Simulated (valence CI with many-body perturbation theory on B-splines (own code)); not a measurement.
**Level structure of Cs XV**

Computed by valence CI with perturbative core correlation (CI+MBPT): five valence electrons over a frozen Dirac-Fock core [Kr], a basis of 7 s, 7 p, 8 d, 6 f, 4 g, 1 h functions for each j, with the one-electron correlation potential Σ1, the two-electron term Σ2, the three-electron term Σ3, Breit, model QED; selected CI, second order for the rest, scaled by the run's own slope (own B-spline code, finite nucleus).

No measured spectrum was set against this ion. As an estimate, terms of the open shell hold to 2 to 4 % of their energy, and close levels can change places. Among the levels kept, up to 1200 cm⁻¹ of a level comes from second order outside the variational space, and about a tenth of that is noise between levels of different J, which matters for small intervals. Excitations out of the core, of the other parity, are not computed and may begin above about 65.6 eV (a cautious bound); beyond it only levels of the ground parity were kept, without lifetimes.

Levels 1 to 45 of 57, with energies above the lowest level, 4d5 6S_5/2. "Leading %" is the weight of the configuration and term that name the level; weights of strongly mixed levels are sums over their largest components and can fall short. In the jj column 3d3/2^4 stands for four electrons in 3d with j = 3/2.

| No. | Configuration | Term | J | E (eV) | Leading % | Second component | Leading jj |
| --- | --- | --- | --- | --- | --- | --- | --- |
| 1 | 4d5 | 6S | 5/2 | 0.00 | 85 | 12 % 4d5 4P | 4d3/2^3 4d5/2^2 (40 %) |
| 2 | 4d5 | 4G | 5/2 | 4.33 | 32 | 20 % 4d5 2F | 4d3/2^4 4d5/2 (66 %) |
| 3 | 4d5 | 4G | 7/2 | 5.54 | 66 | 13 % 4d5 4D | 4d3/2^3 4d5/2^2 (83 %) |
| 4 | 4d5 | 4G | 11/2 | 5.79 | 78 | 16 % 4d5 2H | 4d3/2^3 4d5/2^2 (69 %) |
| 5 | 4d5 | 4D | 3/2 | 5.83 | 48 | 41 % 4d5 4P | 4d3/2^3 4d5/2^2 (86 %) |
| 6 | 4d5 | 4G | 5/2 | 5.97 | 42 | 28 % 4d5 4D | 4d3/2^3 4d5/2^2 (50 %) |
| 7 | 4d5 | 4G | 9/2 | 6.05 | 84 | 8 % 4d5 4F | 4d3/2^3 4d5/2^2 (50 %) |
| 8 | 4d5 | 4P | 1/2 | 6.64 | 58 | 35 % 4d5 4D | 4d3/2^3 4d5/2^2 (55 %) |
| 9 | 4d5 | 4D | 7/2 | 7.31 | 67 | 22 % 4d5 4G | 4d3/2^2 4d5/2^3 (76 %) |
| 10 | 4d5 | 4D | 5/2 | 7.89 | 32 | 31 % 4d5 2D | 4d3/2^3 4d5/2^2 (52 %) |
| 11 | 4d5 | 4D | 1/2 | 8.41 | 64 | 31 % 4d5 4P | 4d3/2^2 4d5/2^3 (83 %) |
| 12 | 4d5 | 2I | 11/2 | 8.42 | 73 | 14 % 4d5 4G | 4d3/2^2 4d5/2^3 (75 %) |
| 13 | 4d5 | 4P | 3/2 | 8.75 | 42 | 41 % 4d5 4D | 4d3/2^2 4d5/2^3 (64 %) |
| 14 | 4d5 | 2F | 7/2 | 8.87 | 41 | 28 % 4d5 4F | 4d3/2^3 4d5/2^2 (71 %) |
| 15 | 4d5 | 2I | 13/2 | 9.22 | 99 |  | 4d3/2^2 4d5/2^3 (99 %) |
| 16 | 4d5 | 2G | 9/2 | 9.23 | 48 | 29 % 4d5 4F | 4d3/2^2 4d5/2^3 (54 %) |
| 17 | 4d5 | 4F | 3/2 | 9.38 | 53 | 35 % 4d5 2D | 4d3/2^2 4d5/2^3 (66 %) |
| 18 | 4d5 | 2F | 5/2 | 9.75 | 31 | 26 % 4d5 4F | 4d3/2^2 4d5/2^3 (58 %) |
| 19 | 4d5 | 4F | 5/2 | 10.82 | 30 | 30 % 4d5 2F | 4d3/2^2 4d5/2^3 (49 %) |
| 20 | 4d5 | 2H | 9/2 | 10.90 | 51 | 44 % 4d5 4F | 4d3/2^2 4d5/2^3 (96 %) |
| 21 | 4d5 | 2G | 7/2 | 11.17 | 59 | 27 % 4d5 2F | 4d3/2^2 4d5/2^3 (88 %) |
| 22 | 4d5 | 2F | 5/2 | 11.76 | 50 | 22 % 4d5 4F | 4d3/2^2 4d5/2^3 (63 %) |
| 23 | 4d5 | 2D | 3/2 | 11.77 | 56 | 36 % 4d5 4F | 4d3/2 4d5/2^4 (50 %) |
| 24 | 4d5 | 2F | 7/2 | 12.13 | 66 | 18 % 4d5 2G | 4d3/2 4d5/2^4 (62 %) |
| 25 | 4d5 | 4F | 7/2 | 12.68 | 43 | 39 % 4d5 2F | 4d3/2 4d5/2^4 (56 %) |
| 26 | 4d5 | 2S | 1/2 | 12.82 | 81 | 9 % 4d5 4P | 4d3/2^2 4d5/2^3 (34 %) |
| 27 | 4d5 | 2H | 11/2 | 12.95 | 72 | 21 % 4d5 2I | 4d3/2 4d5/2^4 (92 %) |
| 28 | 4d5 | 2G | 9/2 | 13.04 | 46 | 33 % 4d5 2H | 4d3/2 4d5/2^4 (62 %) |
| 29 | 4d5 | 2D | 5/2 | 14.37 | 52 | 34 % 4d5 2F | 4d3/2 4d5/2^4 (47 %) |
| 30 | 4d5 | 2D | 3/2 | 14.45 | 88 | 7 % 4d5 4D | 4d3/2 4d5/2^4 (45 %) |
| 31 | 4d5 | 2D | 5/2 | 15.60 | 67 | 22 % 4d5 2F | 4d3/2 4d5/2^4 (31 %) |
| 32 | 4d5 | 2G | 9/2 | 15.90 | 97 |  | 4d3/2^2 4d5/2^3 (67 %) |
| 33 | 4d5 | 2G | 7/2 | 16.47 | 86 | 11 % 4d5 2F | 4d3/2 4d5/2^4 (64 %) |
| 34 | 4d5 | 2P | 3/2 | 18.14 | 84 | 14 % 4d5 2D | 4d3/2^2 4d5/2^3 (78 %) |
| 35 | 4d5 | 2P | 1/2 | 19.16 | 90 | 8 % 4d5 2S | 4d3/2 4d5/2^4 (52 %) |
| 36 | 4d5 | 2D | 5/2 | 20.92 | 94 |  | 4d3/2^2 4d5/2^3 (68 %) |
| 37 | 4d5 | 2D | 3/2 | 21.51 | 83 | 14 % 4d5 2P | 4d3/2 4d5/2^4 (75 %) |
| 38 | 4d4 5s | 6D | 1/2 | 107.93 | 69 | 24 % 4d4 5s 4P | 4d3/2^4 5s (58 %) |
| 39 | 4d4 5s | 6D | 3/2 | 108.92 | 84 | 11 % 4d4 5s 4P | 4d3/2^3 4d5/2 5s (74 %) |
| 40 | 4d4 5s | 6D | 5/2 | 109.81 | 90 |  | 4d3/2^2 4d5/2^2 5s (58 %) |
| 41 | 4d4 5s | 4D | 1/2 | 110.49 | 66 | 21 % 4d4 5s 2P | 4d3/2^3 4d5/2 5s (65 %) |
| 42 | 4d4 5s | 6D | 7/2 | 110.54 | 87 | 7 % 4d4 5s 4F | 4d3/2^2 4d5/2^2 5s (50 %) |
| 43 | 4d4 5s | 6D | 9/2 | 111.11 | 74 | 20 % 4d4 5s 4F | 4d3/2^2 4d5/2^2 5s (38 %) |
| 44 | 4d4 5s | 4D | 3/2 | 111.65 | 82 | 5 % 4d4 5s 2P | 4d3/2^3 4d5/2 5s (51 %) |
| 45 | 4d4 5s | 4D | 5/2 | 112.50 | 77 | 6 % 4d4 5s 4F | 4d3/2^2 4d5/2^2 5s (47 %) |

Names give the largest LS component (configuration and term), which can be under half, so a name can repeat, a term be missing and a line seem to break the LS rules; names also repeat where a configuration has a term twice.

Where two levels of one J and parity lie close, their mixing, g and order are uncertain.

The ionisation energy to 4d4 5D_0 of the next ion comes out as 351.6 eV (NIST: 352 ± 3 eV (theoretical)). All 57 levels together are meant to be complete up to 65.60 eV.
